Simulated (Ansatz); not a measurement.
System: bromane, HBr (charge 0, singlet). 
Geometry from a B3LYP-D3(BJ)/def2-TZVP (Ansatz, a program for electronic structure) optimisation:
```
Br
H 1 1.4248
```
Charge 0, spin multiplicity 1.

Basis-set convergence of Hartree-Fock and CCSD correlation energies (hartree) with Ansatz. Valence correlation only, unless marked. Spin-orbit coupling is left out. The frozen core is the preceding noble-gas configuration, with the filled d and f shells of earlier blocks. Non-relativistic.

```csv
basis,functions,E(HF),"E(corr, CCSD)"
aug-cc-pVDZ,45,-2572.97373,-0.14979
aug-cc-pVTZ,82,-2573.04872,-0.19664
aug-cc-pVQZ,139,-2573.05165,-0.21148
```

Extrapolating the two largest sets (X = 3 and 4) as X^-3: E(corr) = (64·(-0.21148) - 27·(-0.19664))/37 = -0.2223 Eh, an estimate of the basis-set limit. The largest set recovers 95.1 % of it, the smallest 67.4 %.
